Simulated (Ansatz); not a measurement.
Start from `[BH2][GaH][F]` and change one atom or group to get `[F][GaH][SiH3]`.

Ansatz, PBE0-D4/def2-TZVP geometries, multiplicity 1. 

Scalar relativity is left out up to krypton.

```tsv
property	`[BH2][GaH][F]`
zero-point energy (PBE0-D4/def2-TZVP) / kJ/mol	74.1
LUMO energy (ωB97M-V/def2-TZVPP) / eV	-0.77
HOMO–LUMO gap (PBE0/def2-TZVPP) / eV	5.28
HOMO–LUMO gap (B3LYP/def2-TZVPP) / eV	4.86
LUMO energy (PBE/def2-TZVPP) / eV	-3.78
LUMO energy (B3LYP/def2-TZVPP) / eV	-2.97
```

Problem. Give the same properties after the change, and the shifts. (Best estimate.)

Solution. The calculation gave: 
```json
{"property": "zero-point energy (PBE0-D4/def2-TZVP) / kJ/mol", "`[F][GaH][SiH3]`": "86.7", "shift": "12.6"}
{"property": "LUMO energy (ωB97M-V/def2-TZVPP) / eV", "`[F][GaH][SiH3]`": "-0.22", "shift": "0.55"}
{"property": "HOMO–LUMO gap (PBE0/def2-TZVPP) / eV", "`[F][GaH][SiH3]`": "6.07", "shift": "0.79"}
{"property": "HOMO–LUMO gap (B3LYP/def2-TZVPP) / eV", "`[F][GaH][SiH3]`": "5.62", "shift": "0.76"}
{"property": "LUMO energy (PBE/def2-TZVPP) / eV", "`[F][GaH][SiH3]`": "-2.73", "shift": "1.05"}
{"property": "LUMO energy (B3LYP/def2-TZVPP) / eV", "`[F][GaH][SiH3]`": "-2.22", "shift": "0.75"}
```

The zero-point energy changes by 12.6 kJ/mol with +3 modes.

B3LYP here is the variant with VWN-RPA as its local correlation; programs differ in this.
